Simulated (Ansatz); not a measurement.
C₃H₅, doublet, at a GFN2-xTB geometry. Base run: PBE/def2-SV(P) in Ansatz (a quantum-chemistry and plane-wave program).

Ansatz was given this input:
Ansatz 0.2 input:
```yaml
crystal:
  periodic: [false, false, false]
  atoms:
    - {symbol: C, position_ang: [1.32517045, 0.17996425, -0.00948946]}
    - {symbol: C, position_ang: [0.06095864, 0.44136230, -0.01602886]}
    - {symbol: H, position_ang: [2.25652235, 0.69360547, -0.03009773]}
    - {symbol: H, position_ang: [-0.31124892, 1.47566041, -0.05242127]}
    - {symbol: C, position_ang: [-1.04589578, -0.57280156, 0.02299841]}
    - {symbol: H, position_ang: [-0.64250733, -1.58055333, 0.05836424]}
    - {symbol: H, position_ang: [-1.67008190, -0.40821458, 0.90058097]}
    - {symbol: H, position_ang: [-1.67408412, -0.47164793, -0.86130678]}
basis:
  gaussian:
    orbitals: def2-SV_P_.json
hamiltonian:
  xc: pbe
magnetization: {spin_polarized: true, initial_magnetization: 1}
```
The basis file holds def2-SV(P) in the JSON format of the Basis Set Exchange.

The bond that is stretched is that between atoms 3 and 1. A test that says stable can miss a lower solution.

Variants of this job, named by their change:

```csv
change,ΔE vs base (eV),<S^2>,stability test says
base,0.00,0.758,minimum
spin_polarized = on; lower_state_search = off,0.00,0.758,undecided (no full test)
spin_polarized = on; lower_state_search = standard,0.00,0.758,minimum
bond × 1.25,0.57,0.758,minimum
spin_polarized = on; lower_state_search = off; bond × 1.25,0.57,0.758,undecided (no full test)
spin_polarized = on; lower_state_search = standard; bond × 1.25,0.57,0.758,minimum
bond × 1.5,1.77,0.757,minimum
spin_polarized = on; lower_state_search = off; bond × 1.5,1.77,0.757,undecided (no full test)
spin_polarized = on; lower_state_search = standard; bond × 1.5,1.77,0.757,minimum
bond × 1.8,2.96,0.780,minimum
spin_polarized = on; lower_state_search = off; bond × 1.8,2.96,0.780,undecided (no full test)
spin_polarized = on; lower_state_search = standard; bond × 1.8,2.96,0.780,minimum
bond × 2.2,3.67,0.843,minimum
spin_polarized = on; lower_state_search = off; bond × 2.2,3.67,0.843,undecided (no full test)
spin_polarized = on; lower_state_search = standard; bond × 2.2,3.67,0.843,minimum
bond × 3.0,3.83,0.756,minimum
spin_polarized = on; lower_state_search = off; bond × 3.0,3.83,0.756,undecided (no full test)
spin_polarized = on; lower_state_search = standard; bond × 3.0,3.83,0.756,minimum
```

On stretching, the SCF can end on different states; <S^2> shows the spin contamination of each.
